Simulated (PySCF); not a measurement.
Predicted microwave data (PySCF 2.14.0, PBE0-D3(BJ)/def2-SVP geometry optimisation, gas phase) for one isomer of C6H16BN:

| Item | Value |
| --- | --- |
| Rotational constants | A = 3159, B = 1203, C = 1095 MHz |
| Dipole components | \|μa\| = 1.60 D, \|μb\| = 0.94 D, \|μc\| = 0.01 D |
| Inertial defect | -118.45 u·Å² |
| κ | -0.90 |

**Question.** Which structure is it? (One computed conformer of each.)
A. `[BH3-:1][N+:2]([CH3:3])([CH3:4])[CH2:5][CH:6]1[CH2:7][CH2:8]1` with B1–N2–C5–C6 -179°, N2–C5–C6–C7 88°
B. `[CH3:1][C@H:2]1[CH2:3][BH2-:4][N+:5]([CH3:6])([CH3:7])[CH2:8]1` with C1–C2–C3–B4 153°, C2–C3–B4–N5 -8°, C3–B4–N5–C6 -138°, B4–N5–C8–C2 38°
C. `CN(C)BC(C)(C)C`

**Answer.** C. It is CN(C)BC(C)(C)C, an asymmetric top. The candidates at the same level (rigid rotor, commonest isotopes):

```csv
SMILES,A (MHz),B (MHz),C (MHz),μa (D),μb (D),μc (D),Δ (u·Å²),point group,rotor
[BH3-][N+](C)(C)CC1CC1,3694,1213,1180,4.15,2.03,2.90,-125.38,C1,near-prolate asymmetric top
CN(C)BC(C)(C)C,3159,1203,1095,1.60,0.94,0.01,-118.45,–,asymmetric top
C[C@H]1C[BH2-][N+](C)(C)C1,3333,1454,1329,1.18,4.22,0.39,-118.82,C1,asymmetric top
```

`C[C@H]1C[BH2-][N+](C)(C)C1` has C 21 % too high; `[BH3-][N+](C)(C)CC1CC1` has A 17 % too high. No structure here is proved a minimum.
